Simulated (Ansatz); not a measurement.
Relaxation of F2H8OSiW (13 atoms, charge 0, multiplicity 1), to a largest force component of 0.03 eV/Å in at most 50 steps.

The calculation used RKS PBE0-D4/def2-SVP in Ansatz.

```xyz
13
Properties=species:S:1:pos:R:3:forces:R:3
W 0.096 0.357 -0.137 1.27 0.61 0.80
H -0.411 0.596 2.728 -1.43 -0.53 0.72
H 0.900 -0.960 -0.873 0.01 -0.01 0.00
F -1.000 1.933 -0.003 0.02 -0.01 0.00
F -1.470 -0.562 -0.459 0.00 -0.02 0.00
H 0.553 -1.159 0.484 -0.01 0.00 0.00
H 0.587 0.621 -1.707 0.01 0.00 -0.01
O 1.642 1.005 0.728 -1.03 -0.54 -1.00
Si 3.093 1.063 1.599 -0.02 0.02 -0.01
H 3.692 -0.299 1.612 0.00 0.00 0.00
H 3.984 2.037 0.914 0.00 0.00 0.00
H 2.767 1.511 2.980 0.00 0.00 0.00
H 0.196 0.818 2.405 1.20 0.48 -0.50
```

Task: Where does it end, and by what steps?

Result: The forces met the threshold. After 25 steps the energy has fallen by 0.214 eV; H13 moved furthest, 0.80 Å.

```tsv
step	energy less start (eV)	largest force component (eV/Å)	accepted
0	0.0000	1.435	yes
1	-0.1331	0.279	yes
2	-0.1417	0.913	yes
3	-0.1613	0.203	yes
4	-0.1493	0.422	no
5	-0.1655	0.053	yes
6	-0.1704	0.142	yes
7	-0.1747	0.245	yes
8	-0.1784	0.217	yes
9	-0.1812	0.078	yes
10	-0.1832	0.056	yes
11	-0.1829	0.359	no
12	-0.1850	0.083	yes
13	-0.1812	0.601	no
14	-0.1874	0.088	yes
15	-0.1899	0.166	yes
16	-0.1923	0.375	yes
17	-0.1972	0.145	yes
18	-0.1641	1.489	no
19	-0.2028	0.201	yes
20	-0.2053	0.520	yes
21	-0.2076	0.188	yes
22	-0.2087	0.171	yes
23	-0.2098	0.320	yes
24	-0.2133	0.133	yes
25	-0.2137	0.018	yes
```

```xyz
13
Properties=species:S:1:pos:R:3
W 0.174 0.382 -0.034
H -0.397 0.100 2.440
H 0.756 -1.018 -0.820
F -0.687 2.107 0.112
F -1.526 -0.339 -0.161
H 0.513 -1.170 0.588
H 0.535 0.598 -1.649
O 1.809 0.870 0.625
Si 3.232 1.101 1.519
H 3.913 -0.214 1.649
H 4.069 2.075 0.772
H 2.838 1.633 2.851
H -0.601 0.836 2.379
```

Run time: 69 s on 4 threads of Intel(R) Xeon(R) 6975P-C (Granite Rapids), with other jobs on the host, peak memory 0.35 GiB.
